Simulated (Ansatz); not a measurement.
**GeH4 (germane): a line through the functionals**

GeH4: 5 atoms, total charge 0, spin state singlet. SMILES: `[GeH4]`. The shape is that of a PBE0-D4/def2-TZVP optimisation.

The HOMO–LUMO gap y, in eV, basis def2-TZVP; a is the functional's share of exact exchange. Programs: Ansatz 0.2.0.

| functional | program | a | y (eV) |
| --- | --- | --- | --- |
| r2SCAN | Ansatz | 0 | 9.43 |
| PBE | Ansatz | 0 | 8.53 |
| B3LYP | Ansatz | 0.2 | 10.16 |
| PBE0 | Ansatz | 0.25 | ? |
| r2SCAN0 | Ansatz | 0.25 | 11.32 |
| BHLYP | Ansatz | 0.5 | 12.73 |

Question: Fit y = c + s·a to the known rows and predict PBE0.

Answer: 
1. Means of the 5 rows: a = 0.1900, y = 10.434.
2. Σ(Δa)² = 0.172, Σ(Δa·Δy) = 1.3147, so the slope is 1.3147/0.172 = 7.6436.
3. Intercept: 10.434 − (7.6436) × 0.1900 = 8.982. The largest residual of the fit is 0.45.
4. PBE0: 8.982 + (7.6436) × 0.25 = 10.89 eV.

The run gave 10.74 eV, so the prediction is off by +0.15 eV, within the scatter of the fit. Exact exchange lowers occupied levels and raises empty ones. The rows mix families of semi-local functionals, which the line can't see.
